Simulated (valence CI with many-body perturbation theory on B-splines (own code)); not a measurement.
# Energy levels of Tl75+

Level of theory: relativistic CI+MBPT: four valence electrons over a frozen Dirac-Fock core [He], a basis of 11 s, 11 p, 10 d, 8 f, 5 g, 2 h functions for each j, with the one-electron correlation potential Σ1 (screened to all orders), the two-electron term Σ2, the three-electron term Σ3, Breit, model QED; selected single and double excitations, second order for the rest, scaled by the run's own slope (own B-spline code, finite nucleus).

The last digits are not significant, and no measured levels were compared; by estimate large intervals hold to a few tenths of a per cent, small ones and those within an open d or f shell to about a per cent. Among the levels kept, up to 1200 cm⁻¹ of a level comes from second order outside the variational space, and about a tenth of that is noise between levels of different J, which matters for small intervals.

Levels 91 to 135 of 192, with energies above the lowest level, (2s^2 2p1/2^2) J=0. "Leading %" is the weight of the configuration and term that name the level; weights of strongly mixed levels are sums over their largest components and can fall short. In the jj column 3d3/2^4 stands for four electrons in 3d with j = 3/2. Lifetimes count E1, E2, E3, M1 and M2 decay at the calculated energies, and are blank where another channel may lead or the interval is too uncertain; long ones can be off by a factor of two.

| No. | Configuration | Term | J | E (Ry) | Leading % | Lifetime | Second component | Leading jj |
| --- | --- | --- | --- | --- | --- | --- | --- | --- |
| 91 | 2s.2p2.3d | 3G | 4 | 1194.4 | 34 | 15.5 fs | 20 % 2s.2p2.3d 1G | 2s 2p1/2 2p3/2 3d3/2 (98 %) |
| 92 | 2s.2p2.3d | 3D | 3 | 1195.1 | 33 | 406 as | 28 % 2s.2p2.3d 3F | 2s 2p1/2 2p3/2 3d3/2 (99 %) |
| 93 | 2s.2p2.3p | 3P° | 0 | 1195.5 | 79 | 21.5 fs | 20 % 2s.2p2.3p 1S° | 2s 2p1/2 2p3/2 3p3/2 (100 %) |
| 94 | 2s.2p2.3d | 3D | 2 | 1195.7 | 35 | 355 as | 18 % 2s.2p2.3d 5P | 2s 2p1/2 2p3/2 3d3/2 (99 %) |
| 95 | 2s.2p2.3p | 1D° | 2 | 1195.8 | 42 | 2.94 fs | 21 % 2s.2p2.3p 3D° | 2s 2p1/2 2p3/2 3p3/2 (99 %) |
| 96 | 2s.2p2.3p | 3S° | 1 | 1195.9 | 33 | 2.68 fs | 25 % 2s.2p2.3p 3D° | 2s 2p1/2 2p3/2 3p3/2 (99 %) |
| 97 | 2s.2p2.3p | 3P° | 1 | 1196.5 | 49 | 12.3 fs | 27 % 2s.2p2.3p 1P° | 2s 2p1/2 2p3/2 3p3/2 (99 %) |
| 98 | 2s.2p2.3d | 3P | 1 | 1196.5 | 33 | 340 as | 30 % 2s.2p2.3d 5P | 2s 2p1/2 2p3/2 3d3/2 (99 %) |
| 99 | 2s.2p2.3d | 3F | 2 | 1200.1 | 69 | 3.14 fs | 8 % 2s.2p2.3d 5D | 2s 2p1/2 2p3/2 3d3/2 (96 %) |
| 100 | 2s.2p2.3d | 3G | 3 | 1200.5 | 48 | 5.14 fs | 25 % 2s.2p2.3d 1F | 2s 2p1/2 2p3/2 3d3/2 (100 %) |
| 101 | 2s.2p2.3d | 3D | 1 | 1200.8 | 35 | 1.32 fs | 25 % 2s.2p2.3d 1P | 2s 2p1/2 2p3/2 3d3/2 (96 %) |
| 102 | 2s.2p2.3d | 3D | 1 | 1202.3 | 52 | 359 as | 18 % 2s.2p2.3d 3P | 2s 2p1/2 2p3/2 3d3/2 (96 %) |
| 103 | 2s.2p2.3d | 3F | 2 | 1202.4 | 32 | 349 as | 19 % 2s.2p2.3d 1D | 2s 2p1/2 2p3/2 3d3/2 (97 %) |
| 104 | 2s.2p2.3d | 5D | 4 | 1202.4 | 44 | 17.1 fs | 37 % 2s.2p2.3d 5F | 2s 2p1/2 2p3/2 3d5/2 (100 %) |
| 105 | 2s.2p2.3d | 3P | 0 | 1203.2 | 80 | 285 as | 20 % 2s.2p2.3d 1S | 2s 2p1/2 2p3/2 3d3/2 (99 %) |
| 106 | 2s.2p2.3d | 3P | 2 | 1204.6 | 30 | 496 as | 21 % 2s.2p2.3d 3F | 2s 2p1/2 2p3/2 3d5/2 (96 %) |
| 107 | 2s.2p2.3d | 3F | 3 | 1204.9 | 41 | 326 as | 32 % 2s.2p2.3d 5P | 2s 2p1/2 2p3/2 3d5/2 (98 %) |
| 108 | 2s.2p2.3d | 3G | 5 | 1205.5 | 64 | 3.16 ps | 36 % 2s.2p2.3d 5F | 2s 2p1/2 2p3/2 3d5/2 (100 %) |
| 109 | 2s.2p2.3d | 3D | 1 | 1206.5 | 50 | 434 as | 25 % 2s.2p2.3d 3P | 2s 2p1/2 2p3/2 3d5/2 (95 %) |
| 110 | 2s.2p2.3d | 3D | 3 | 1207.6 | 59 | 462 as | 18 % 2s.2p2.3d 1F | 2s 2p1/2 2p3/2 3d5/2 (99 %) |
| 111 | 2s.2p2.3d | 3F | 4 | 1207.9 | 59 | 352 as | 21 % 2s.2p2.3d 1G | 2s 2p1/2 2p3/2 3d5/2 (99 %) |
| 112 | 2s.2p2.3d | 1D | 2 | 1208.3 | 39 | 503 as | 19 % 2s.2p2.3d 3P | 2s 2p1/2 2p3/2 3d5/2 (97 %) |
| 113 | 2s.2p2.3d | 1P | 1 | 1209.4 | 44 | 450 as | 28 % 2s.2p2.3d 3D | 2s 2p1/2 2p3/2 3d5/2 (97 %) |
| 114 | 2s.2p2.3d | 3P | 0 | 1210.0 | 53 | 421 as | 44 % 2s.2p2.3d 1S | 2s 2p1/2 2p3/2 3d5/2 (98 %) |
| 115 | 2s.2p2.3d | 3D | 3 | 1212.5 | 41 | 1.70 fs | 25 % 2s.2p2.3d 3F | 2s 2p1/2 2p3/2 3d5/2 (97 %) |
| 116 | 2s.2p2.3d | 3F | 4 | 1212.9 | 47 | 1.24 fs | 30 % 2s.2p2.3d 3G | 2s 2p1/2 2p3/2 3d5/2 (100 %) |
| 117 | 2s.2p2.3d | 3P | 2 | 1214.1 | 50 | 307 as | 17 % 2s.2p2.3d 3D | 2s 2p1/2 2p3/2 3d5/2 (98 %) |
| 118 | 2s.2p2.3d | 1F | 3 | 1214.1 | 43 | 315 as | 32 % 2s.2p2.3d 3F | 2s 2p1/2 2p3/2 3d5/2 (99 %) |
| 119 | 2s.2p2.3d | 3P | 1 | 1214.2 | 43 | 453 as | 25 % 2s.2p2.3d 3S | 2s 2p1/2 2p3/2 3d5/2 (100 %) |
| 120 | 2s.2p2.3d | 3D | 2 | 1214.5 | 42 | 435 as | 27 % 2s.2p2.3d 1D | 2s 2p1/2 2p3/2 3d5/2 (100 %) |
| 121 | 2p3.3p | 3D | 3 | 1218.9 | 49 | 1.77 fs | 23 % 2p3.3p 5P | 2p1/2^2 2p3/2 3p3/2 (96 %) |
| 122 | 2p3.3p | 3P | 1 | 1218.9 | 33 | 1.65 fs | 26 % 2p3.3p 1P | 2p1/2^2 2p3/2 3p3/2 (97 %) |
| 123 | 2p3.3p | 3P | 2 | 1221.4 | 44 | 1.58 fs | 16 % 2p3.3p 1D | 2p1/2^2 2p3/2 3p3/2 (97 %) |
| 124 | 2p3.3p | 3P | 0 | 1223.6 | 68 | 1.75 fs | 30 % 2p3.3p 1S | 2p1/2^2 2p3/2 3p3/2 (98 %) |
| 125 | 2p3.3d | 3D° | 2 | 1225.0 | 33 | 3.47 fs | 19 % 2p3.3d 3F° | 2p1/2^2 2p3/2 3d3/2 (99 %) |
| 126 | 2p3.3d | 3F° | 3 | 1225.7 | 27 | 8.04 fs | 21 % 2p3.3d 3G° | 2p1/2^2 2p3/2 3d3/2 (98 %) |
| 127 | 2p3.3d | 3D° | 1 | 1226.0 | 36 | 1.47 fs | 27 % 2p3.3d 3P° | 2p1/2^2 2p3/2 3d3/2 (99 %) |
| 128 | 2p3.3d | 3P° | 0 | 1226.5 | 65 | 15.9 fs | 24 % 2p3.3d 5D° | 2p1/2^2 2p3/2 3d3/2 (99 %) |
| 129 | 2p3.3d | 3F° | 4 | 1237.0 | 51 | 25.9 fs | 24 % 2p3.3d 5D° | 2p1/2^2 2p3/2 3d5/2 (99 %) |
| 130 | 2p3.3d | 3D° | 2 | 1238.0 | 33 | 616 as | 21 % 2p3.3d 3P° | 2p1/2^2 2p3/2 3d5/2 (99 %) |
| 131 | 2p3.3d | 3D° | 3 | 1239.3 | 48 | 278 as | 15 % 2p3.3d 1F° | 2p1/2^2 2p3/2 3d5/2 (98 %) |
| 132 | 2p3.3d | 3D° | 1 | 1240.5 | 31 | 411 as | 29 % 2p3.3d 1P° | 2p1/2^2 2p3/2 3d5/2 (99 %) |
| 133 | 2s2.2p.4s | 3P° | 0 | 1277.3 | 100 | 4.02 fs |  | 2s^2 2p1/2 4s (100 %) |
| 134 | 2s2.2p.4s | 3P° | 1 | 1277.5 | 67 | 3.53 fs | 33 % 2s2.2p.4s 1P° | 2s^2 2p1/2 4s (100 %) |
| 135 | 2s2.2p.4p | 3D | 1 | 1280.5 | 74 | 6.22 fs | 22 % 2s2.2p.4p 1P | 2s^2 2p1/2 4p1/2 (100 %) |
